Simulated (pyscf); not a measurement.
**O=V(F)(F)–F (SMILES [O]=[V]([F])([F])[F]), singlet**

Gas-phase minimum from PySCF at ωB97X-D3(BJ)/def2-SVP, one conformer. 

```xyz
5

O      0.6427     1.8808    -0.4771
V      0.2738     0.4042    -0.3646
F      0.7431    -0.1468     1.1748
F     -1.4086     0.2549    -0.5691
F      1.1016    -0.4468    -1.5826
```
Charge 0, spin multiplicity 1.

Bonded distances (Å): O1–V2 1.526, V2–F3 1.701, V2–F4 1.701, V2–F5 1.701. Bond angles (°): O1–V2–F3 108.3, O1–V2–F4 108.4, O1–V2–F5 108.3, F3–V2–F4 110.7, F3–V2–F5 110.6, F4–V2–F5 110.6.

Properties at ωB97X-D3(BJ)/def2-SVP:

```yaml
harmonic_wavenumbers_unscaled: 213, 213, 272, 332, 332, 771, 853, 853, 1234 cm⁻¹
zero_point_energy: 7.3 kcal/mol
rotational_symmetry_number: 3
Entropy of this conformer at 298 K and 1 atm, rigid rotor and harmonic oscillator, modes under 100 cm⁻¹ raised to 100: 305.9 J/(mol K)
dipole_moment: 0.23 D
```

Single-point totals, which compare only within one level:

| level | total energy (hartree) |
|---|---|
| ωB97X-D3(BJ)/def2-TZVP | -1319.09846 |
| PBE/def2-TZVP | -1318.59928 |
| r²SCAN/def2-TZVP | -1318.98017 |
| B3LYP-D3(BJ)/def2-TZVP | -1319.15217 |
| PBE0-D3(BJ)/def2-TZVP | -1318.54827 |
| M06-2X/def2-TZVP | -1318.89294 |
| ωB97M-D3(BJ)/def2-TZVP | -1319.19882 |
